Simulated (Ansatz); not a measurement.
Reaction (adduct formation): `[OH][Al]([OH])[OH]` + PH₃ → `[OH][Al-]([OH])([OH])[PH3+]`

Computed with Ansatz on PBE0-D4/def2-TZVP structures; ΔE is electronic, products minus reactants. CBS: MP2 limit from def2 TZ/QZ plus the TZ coupled-cluster correction, frozen cores. This one scheme is used for every species. Functionals use def2-TZVPP. One conformer a species, not always the lowest.

`[OH][Al]([OH])[OH]`:

Cartesian coordinates in Å:
```
O -1.650 0.360 -0.019
Al 0.000 0.000 0.000
O 1.128 1.225 0.282
O 0.522 -1.584 -0.263
H -1.984 1.244 0.125
H 2.069 1.060 0.301
H -0.085 -2.304 -0.426
```

PH₃:

Z-matrix (Å, degrees):
```
P
H 1 1.420
H 1 1.420 2 93.1
H 1 1.420 2 93.1 3 93.3
```

`[OH][Al-]([OH])([OH])[PH3+]`:

Z-matrix (Å, degrees):
```
Al
O 1 1.712
O 1 1.712 2 118.2
O 1 1.712 2 118.2 3 153.6
P 1 2.544 2 97.8 3 -103.2
H 2 0.955 1 120.8 3 -4.8
H 3 0.956 1 120.8 2 148.4
H 4 0.955 1 120.8 2 -5.2
H 5 1.410 1 119.0 2 -56.8
H 5 1.410 1 119.1 2 -176.7
H 5 1.410 1 119.1 2 63.2
```

CCSD(T)/CBS gives -48.8 kJ/mol.

(1) Another level gave -52.8 kJ/mol. Which?
A. RPA@PBE/def2-TZVPP
B. SCS-MP2/def2-TZVPP
C. PBE-D4/def2-TZVPP
D. MP2/def2-TZVPP

Largest T1 diagnostic among the species: 0.013.

## Answers

(1) C. PBE-D4 -52.8, MP2/def2-TZVPP -45.9, RPA@PBE/def2-TZVPP -37.4, SCS-MP2/def2-TZVPP -41.8 kJ/mol.

The D4 term adds −15.0 kJ/mol with B3LYP and −8.4 kJ/mol with PBE0; it sums over pairs of atoms, weighted by their polarisabilities, and B3LYP, whose exchange is more repulsive, gets the larger term. At CCSD(T), def2-SVP lies +7.0 kJ/mol from the extrapolated value and def2-TZVPP +4.6 kJ/mol. In def2-TZVPP, CCSD(T) changes the Hartree–Fock value by −13.1 kJ/mol (the triples alone add −2.9 kJ/mol) and MP2 by −14.8 kJ/mol.

B3LYP here is the variant with VWN-RPA as its local correlation; programs differ in this.
